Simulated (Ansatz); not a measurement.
The cluster OsO3⁻. Total charge -1; doublet. Geometry PBE-D4/def2-TZVPD.

```xyz
4

Os   -0.069   -0.047   -0.012
O    -1.566    0.784    0.298
O     1.386    0.940    0.242
O     0.249   -1.677   -0.528
```

In the def2 sets Os takes a core potential; there is no spin–orbit coupling. At PBE-D4/def2-SVPD, PBE-D4/def2-TZVPD the highest occupied level of the charge -1 doublet lies above zero (up to 0.79 eV). By energy differences its removal costs 2.63 eV (vertical, to the charge 0 singlet, at PBE-D4/def2-TZVPD); a positive level beside a positive removal energy at the same level points to self-interaction error. The structure comes from a short search, and lower isomers may exist.

(1) Estimate the α-spin orbital energies around the gap (eV) in Ansatz with PBE-D4/def2-SVPD, PBE-D4/def2-TZVPD, PBE0-D4/def2-SVPD, r2SCAN0-D4/def2-TZVPD, CAM-B3LYP-D4/def2-TZVPD.

Answers

(1) 
| orbital | PBE-D4/def2-SVPD | PBE-D4/def2-TZVPD | PBE0-D4/def2-SVPD | r2SCAN0-D4/def2-TZVPD | CAM-B3LYP-D4/def2-TZVPD |
| --- | --- | --- | --- | --- | --- |
| HOMO−5 | -3.02 | -2.98 | -4.59 | -4.80 | -6.00 |
| HOMO−4 | -2.70 | -2.68 | -4.26 | -4.47 | -5.71 |
| HOMO−3 | -2.68 | -2.66 | -4.22 | -4.41 | -5.67 |
| HOMO−2 | -2.17 | -2.10 | -3.73 | -3.90 | -5.07 |
| HOMO−1 | -0.87 | -0.80 | -2.29 | -2.45 | -3.70 |
| HOMO | 0.71 | 0.79 | -1.00 | -1.19 | -2.40 |
| LUMO | 1.22 | 1.32 | 2.10 | 2.22 | 3.36 |
| LUMO+1 | 3.51 | 3.33 | 4.33 | 3.86 | 3.83 |
| LUMO+2 | 3.66 | 3.39 | 4.37 | 3.86 | 3.84 |
| LUMO+3 | 4.25 | 3.40 | 4.91 | 3.92 | 3.89 |
| LUMO+4 | 4.65 | 3.54 | 5.22 | 4.40 | 4.58 |
| LUMO+5 | 4.80 | 3.73 | 5.33 | 4.57 | 5.50 |
| β HOMO | -0.64 | -0.57 | -2.03 | -2.20 | -3.46 |
| β LUMO | 1.47 | 1.56 | 2.42 | 2.61 | 3.68 |
